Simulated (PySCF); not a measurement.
**Property card for `CC(C)(C#N)CF`**

Species: C₅H₈FN.
Cartesian coordinates in Å at the GFN2-xTB level; atoms count from 1:
```xyz
15
C5H8FN angstrom
C     -1.1443   -0.9476    0.0193
C     -0.0601    0.1214   -0.1672
C      1.2826   -0.5184   -0.5430
C     -0.4654    1.0209   -1.2299
N     -0.7851    1.7201   -2.0752
C      0.0887    0.9593    1.1142
F      0.4705    0.1621    2.1612
H     -0.8588   -1.6156    0.8287
H     -2.1001   -0.4882    0.2640
H     -1.2633   -1.5285   -0.8923
H      1.6056   -1.1797    0.2578
H      2.0434    0.2446   -0.6960
H      1.1830   -1.0958   -1.4592
H      0.8603    1.7281    0.9991
H     -0.8614    1.4255    1.3966
```

Among its groups: nitrile and C–F bond.

From GFN2-xTB geometry:

```yaml
Point_group_of_the_GFN2-xTB_geometry: Cs
Rotational_constants_A_B_C_of_the_GFN2-xTB_geometry: 4.007, 1.854, 1.762 GHz
```

**PBE0/def2-SVPD ground state and vertical TDDFT (core frozen in the response) (PySCF)**

```yaml
Dipole_moment: 2.43 D
HOMO_energy: -9.45 eV
LUMO_energy: 0.29 eV
HOMO–LUMO_gap: 9.74 eV
Lowest_singlet_excitation: 7.83 eV (158 nm, f = 0.001)
Strongest_line_among_the_8_lowest_singlet_transitions: S4 at 8.71 eV (142 nm, f = 0.067)
Lowest_triplet_excitation_Tamm–Dancoff: 6.46 eV
Static_isotropic_polarisability: 63.7 au
Electronic_spatial_extent_⟨r²⟩_about_the_centre_of_nuclear_charge: 774 bohr²
```

Monoisotopic mass (most abundant isotopes): 101.0641 u.

No computed singlet falls in the visible range (750 to 380 nm, 1.65 to 3.26 eV); S1 lies 4.57 eV above its blue end. The rotational constants make it an asymmetric top with κ = (2B − A − C)/(A − C) = -0.92, nearer the prolate limit (−1). The largest Löwdin shares of the HOMO are 0.30 on N5, 0.20 on C4, 0.12 on C2 and 0.11 on C6. The principal polarisabilities are 59.4, 59.6 and 72.2 au; their mean is the isotropic value. S1 lies 1.91 eV below the HOMO–LUMO gap; its leading configuration is HOMO−1→LUMO+1, weight 0.38, beside HOMO−1→LUMO, weight 0.30. The vertical singlet–triplet gap S1 − T1 is 1.37 eV (TDDFT singlet less Tamm–Dancoff triplet).

The structure is a single GFN2-xTB conformer in the gas phase; no vibrational or solvent corrections.

For the TDDFT job (PBE0/def2-SVPD), on one thread of an Arm Neoverse N1, no GPU (shared host), this took 68 s of wall time (with the writing of density and orbital grids) and 0.83 GiB of memory at its peak.
